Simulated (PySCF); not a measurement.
Radial density of Pd²⁺ (palladium, charge +2)

PBEsol, [Kr] 4d8, high-spin 3F determinant. All numbers are calculated (PySCF 2.14, a scalar-relativistic core potential, in aug-cc-pVDZ-PP with ECP28MDF (5s5p4d2f, 54 functions)). This is the valence pseudo-density: the core potential removes the inner electrons and smooths the orbitals near the nucleus.

```tsv
r (bohr)	4πr²ρ (e/bohr)	4πr²(ρα − ρβ)
0.0187	1.320e-05	0.0000
0.0314	3.327e-05	0.0000
0.0528	7.910e-05	0.0000
0.0888	0.0003102	0.0000
0.149	0.003310	0.0005
0.251	0.05532	0.0075
0.423	1.319	0.1189
0.711	12.44	1.0097
1.20	13.13	1.6267
2.01	2.555	0.5141
3.38	0.1309	0.0244
5.69	0.0009697	0.0001
```

Energies and moments cover only the electrons outside the core potential.
